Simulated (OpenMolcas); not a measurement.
Ta3+ with 6 ligands (bromide) in octahedral coordination (Oh). A charge of +0.5 e stands 2.8 Å behind each ligand. Ligand basis ANO-RCC-VDZP.

```
Program             : OpenMolcas
Method              : CASSCF
Basis               : ANO-RCC-VTZP [8s7p5d3f2g1h]
Scalar Hamiltonian  : DKH2, point nucleus
Active space        : 2 electrons in 5 orbitals (5d)
State averaging     : 2S+1 = 3 even, 10 roots; 2S+1 = 1 even, 15 roots
Spin-orbit coupling : RASSI with atomic mean-field integrals over the reference wave functions
```

All ligands move together. At R = 2.58 Å |10Dq| is 18559 cm-1, and at R = 2.78 Å it is 13072 cm-1.

Task: A third run gives 17053 cm-1. What distance was it run at?

Result: With a power law R^-n the two known points give n = -ln(13072 / 18559) / ln(2.78 / 2.58) = 4.69. Then R = 2.58 × (18559 / 17053)^(1/4.69) = 2.627 Å. The run was at 2.63 Å, so the estimate is off by -0.003 Å.

An orbital triplet at a regular site is open to Jahn-Teller coupling, which can distort the site and quench the lowest spin-orbit gaps and is left out. Without dynamic correlation the repulsion within the d shell is too large (B by tens of per cent), so at a given field states of lower spin stand too high. With metal d orbitals alone the field can be off either way by tens of per cent. Ligand-to-metal charge-transfer states are missing. With no ligand orbital active B as a rule stays too high, so bands that hang on it stand too high and its fall with covalency is understated. The least metal-like active orbital is 73 % on the metal (Löwdin) and no ligand orbital is active, so the numbers are rough (holds for R = 2.58). The least metal-like active orbital is 75 % on the metal (Löwdin) and no ligand orbital is active, so the numbers are rough (holds for R = 2.63). The least metal-like active orbital is 81 % on the metal (Löwdin) and no ligand orbital is active, so the numbers are rough (holds for R = 2.78). No measured value stands beside these numbers; the geometry was imposed, not optimised, and the real ion may take another.
